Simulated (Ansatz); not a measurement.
Cost and result for the atomization energy of CH$_{6}$NOSi (`C[N][SiH2]O`) radical (10 atoms, 9 bonds).

| atom | x (Å) | y (Å) | z (Å) |
| --- | --- | --- | --- |
| C1 | 0.9333 | 0.6789 | -1.2035 |
| N2 | -0.2731 | 0.1680 | -0.6605 |
| Si3 | -0.4084 | -0.4539 | 0.9516 |
| O4 | -1.7750 | -1.3461 | 1.0908 |
| H5 | 1.8257 | 0.0851 | -0.9563 |
| H6 | 1.1164 | 1.6816 | -0.7809 |
| H7 | 0.8693 | 0.8014 | -2.2891 |
| H8 | 0.7029 | -1.3648 | 1.3299 |
| H9 | -0.4270 | 0.7433 | 1.8424 |
| H10 | -2.5640 | -0.9936 | 0.6754 |

The species carries charge 0 and has multiplicity 2. The geometry is a stationary point of PBE0-D4/def2-TZVP. It is one conformer, not always the lowest. Program: Ansatz. All runs use 4 threads of an Arm Neoverse V2 on a shared host. Times are those of one run each, without the atoms' runs, and a repeat can differ threefold. Electronic energies, without spin–orbit coupling; frozen cores. CCSD(T)/CBS adds CCSD(T) − MP2 in def2-TZVPP to the MP2 limit, and its time is that of the two runs behind it. T1 = 0.015; ⟨S²⟩ of the reference is 0.76.

CCSD(T)/CBS is a level of theory with its own doubt, some kJ/mol a heavy atom from the limit and from the frozen cores, so smaller differences don't rank the functionals.

```
                             level  functions  wall time
            LDA (SPW92)/def2-TZVPP        219      1.8 s
                BLYP-D4/def2-TZVPP        219      3.1 s
                PBE0-D4/def2-TZVPP        219      4.2 s
           CAM-B3LYP-D4/def2-TZVPP        219      5.5 s
               BHLYP-D4/def2-TZVPP        219        6 s
                 B2PLYP/def2-TZVPP        219      6.5 s
r2SCAN-D4/def2-TZVPP (with forces)        219        7 s
                  CCSD(T)/def2-SVP         90      8.5 s
  ωB97M-V/def2-TZVPP (with forces)        219       17 s
                ωB97X-V/def2-TZVPP        219       19 s
                    MP2/def2-QZVPP        421       29 s
                CCSD(T)/def2-TZVPP        219    4.3 min
                 CCSD(T)/CBS(def2)          –    4.8 min
```

(1) What atomization energy does each give, and how far from CCSD(T)/CBS? (Best estimate.)

## Answers

(1) Computed: 
```
                             level  atomization (kJ/mol)  difference from CCSD(T)/CBS  per bond
            LDA (SPW92)/def2-TZVPP                3987.1                        492.5      54.7
                BLYP-D4/def2-TZVPP                3509.4                         14.8       1.6
                PBE0-D4/def2-TZVPP                3481.4                        -13.2      -1.5
           CAM-B3LYP-D4/def2-TZVPP                3526.8                         32.2       3.6
               BHLYP-D4/def2-TZVPP                3407.7                        -86.9      -9.7
                 B2PLYP/def2-TZVPP                3460.8                        -33.8      -3.8
r2SCAN-D4/def2-TZVPP (with forces)                3502.7                          8.1       0.9
                  CCSD(T)/def2-SVP                3231.7                       -262.9     -29.2
  ωB97M-V/def2-TZVPP (with forces)                3507.4                         12.8       1.4
                ωB97X-V/def2-TZVPP                3513.4                         18.8       2.1
                    MP2/def2-QZVPP                3481.4                        -13.2      -1.5
                CCSD(T)/def2-TZVPP                3390.4                       -104.2     -11.6
                 CCSD(T)/CBS(def2)                3494.6                          0.0       0.0
```

At CCSD(T), def2-SVP lies −263.0 kJ/mol from the extrapolated value and def2-TZVPP −104.3 kJ/mol: correlation converges slowly with the basis, and small sets miss more of it in the bonded molecule than in its fragments. The D4 term adds +26.2 kJ/mol with B3LYP and +13.6 kJ/mol with PBE0; it sums over pairs of atoms, weighted by their polarisabilities, and B3LYP, whose exchange is more repulsive, gets the larger term. From r2SCAN to r2SCAN0 (25 % exact exchange), in def2-TZVPP and without D4, the atomization energy moves by −58.2 kJ/mol: exact exchange takes away binding that semilocal exchange gives to molecules.

B3LYP here is the variant with VWN-RPA as its local correlation; programs differ in this.
